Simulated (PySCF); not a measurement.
Ti (titanium, neutral) across methods

[Ar] 3d2 4s2, high-spin 3F determinant. Calculation: PySCF 2.14, in x2c-QZVPPall with one added diffuse shell each of s, p, d, f, g type (12s8p6d4f3g, 121 functions); scalar relativity by spin-free X2C-1e.

```json
{"method": "PBE0", "E (hartree)": "-853.531", "mean ε 3d α (eV)": "-6.934", "mean ε 4s α (eV)": "-5.207", "mean ε 4s β (eV)": "-4.751", "Σ⟨r²⟩ (bohr²)": "47.35", "⟨S²⟩": "2.004"}
{"method": "M06", "E (hartree)": "-853.684", "mean ε 3d α (eV)": "-6.290", "mean ε 4s α (eV)": "-5.052", "mean ε 4s β (eV)": "-4.965", "Σ⟨r²⟩ (bohr²)": "46.03", "⟨S²⟩": "2.001"}
{"method": "r2SCAN", "E (hartree)": "-853.685", "mean ε 3d α (eV)": "-5.797", "mean ε 4s α (eV)": "-4.761", "mean ε 4s β (eV)": "-4.200", "Σ⟨r²⟩ (bohr²)": "47.67", "⟨S²⟩": "2.013"}
{"method": "PBE", "E (hartree)": "-853.501", "mean ε 3d α (eV)": "-5.207", "mean ε 4s α (eV)": "-4.616", "mean ε 4s β (eV)": "-4.155", "Σ⟨r²⟩ (bohr²)": "47.25", "⟨S²⟩": "2.003"}
{"method": "PBEsol", "E (hartree)": "-852.523", "mean ε 3d α (eV)": "-5.139", "mean ε 4s α (eV)": "-4.640", "mean ε 4s β (eV)": "-4.158", "Σ⟨r²⟩ (bohr²)": "47.09", "⟨S²⟩": "2.004"}
{"method": "LC-wPBE", "E (hartree)": "-853.551", "mean ε 3d α (eV)": "-9.763", "mean ε 4s α (eV)": "-7.073", "mean ε 4s β (eV)": "-6.533", "Σ⟨r²⟩ (bohr²)": "47.41", "⟨S²⟩": "2.004"}
{"method": "UHF", "E (hartree)": "-852.76147", "mean ε 3d α (eV)": "-11.970", "mean ε 4s α (eV)": "-6.371", "mean ε 4s β (eV)": "-5.749", "Σ⟨r²⟩ (bohr²)": "49.85", "⟨S²⟩": "2.009"}
```

Q: Estimate the same row for LDA.

A: E (hartree) = -851.634; mean ε 3d α (eV) = -5.171; mean ε 4s α (eV) = -4.774; mean ε 4s β (eV) = -4.290; Σ⟨r²⟩ (bohr²) = 46.74; ⟨S²⟩ = 2.003.
